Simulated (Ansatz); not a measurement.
Ansatz (a first-principles code) input for C4H2BrCl, SMILES C#C/C(Cl)=C\Br, PBE0/def2-SVPD. Geometry: PBE0-D3(BJ)/def2-SVP. The structure was generated by enumeration; whether it is a known compound was not checked.

Ansatz 0.2 input:
```yaml
crystal:
  periodic: [false, false, false]
  atoms:
    - {symbol: C, position_ang: [2.55197210, 1.10017766, 0.00000000]}
    - {symbol: C, position_ang: [1.34022338, 1.05404779, 0.00000000]}
    - {symbol: C, position_ang: [-0.07629926, 1.02018484, 0.00000000]}
    - {symbol: Cl, position_ang: [-0.87120766, 2.56862134, 0.00000000]}
    - {symbol: C, position_ang: [-0.83970467, -0.08741620, 0.00000000]}
    - {symbol: Br, position_ang: [-0.13554533, -1.80848177, 0.00000000]}
    - {symbol: H, position_ang: [3.62615580, 1.13515378, 0.00000000]}
    - {symbol: H, position_ang: [-1.92868836, -0.02681896, 0.00000000]}
basis:
  gaussian:
    orbitals: def2-SVPD
hamiltonian:
  xc: {name: PBE0}
```

Program output:

```
WARN ansatz: RAYON_NUM_THREADS=1 ignored (pool sized by the plan → 1); use --threads N
Functional definition: PBE0
integrals: 0.13 GiB planned
1567 factors; their error is unknown
mean field: 1.02 GiB planned
mean field evaluation 1: about -86709.9523 eV, gradient 4.0e1 eV
mean field evaluation 2: about -86708.8743 eV, gradient 4.4e1 eV
mean field evaluation 4: about -86714.0864 eV, gradient 5.2e0 eV
mean field evaluation 8: about -86714.3744 eV, gradient 2.0e-1 eV
mean field evaluation 16: about -86714.3744 eV, gradient 2.3e-5 eV
mean field -86714.37444069 eV, -3186.6944835813 hartree, gradient 2.3e-5 eV, S^2 0.000000; 0 other end points of the search recorded, 0 dependent functions left out
reference -86714.37448605 eV, -3186.6944852483 hartree; 39, 39 occupied and 125, 125 virtual orbitals, 1567 factors
Total energy: -86714.37448605 eV, -3186.6944852483 hartree
```

Self-consistency was reached.

Cost: about 6 core-seconds (a rough figure).
